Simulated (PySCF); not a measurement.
Computed IR spectrum (relative IR intensity) of a molecule C5H6O2. Geometry optimised at PBE-D3(BJ)/def2-SVP. The values are those of a single conformer. These are PySCF with PBE-D3(BJ)/def2-SVP values and carry that method's errors. Harmonic, unscaled wavenumbers; measured fundamentals usually lie a few per cent lower.

| ν (cm⁻¹) | relative intensity |
|---|---|
| 117 | 2.7 |
| 129 | 2.8 |
| 256 | 2.3 |
| 304 | 71 |
| 329 | 7.3 |
| 378 | 15 |
| 560 | 92 |
| 578 | 13 |
| 597 | 47 |
| 638 | 33 |
| 662 | 32 |
| 670 | 5.0 |
| 712 | 21 |
| 764 | 16 |
| 915 | 22 |
| 950 | 44 |
| 970 | 30 |
| 1045 | 7.0 |
| 1065 | 24 |
| 1141 | 38 |
| 1189 | 100 |
| 1280 | 17 |
| 1291 | 30 |
| 1313 | 24 |
| 1340 | 7.6 |
| 1409 | 98 |
| 2147 | 34 |
| 3059 | 19 |
| 3091 | 21 |
| 3406 | 95 |
| 3523 | 75 |
| 3576 | 83 |

Q: Pick the molecule that these values belong to.
A) C=C1O[C@H](C)C1=O
B) C#C[C@H]1O[C@@H](C)O1
C) Cc1occc1O
D) C#C[C@@H]1[C@H](O)[C@@H]1O

A: D, C#C[C@@H]1[C@H](O)[C@@H]1O
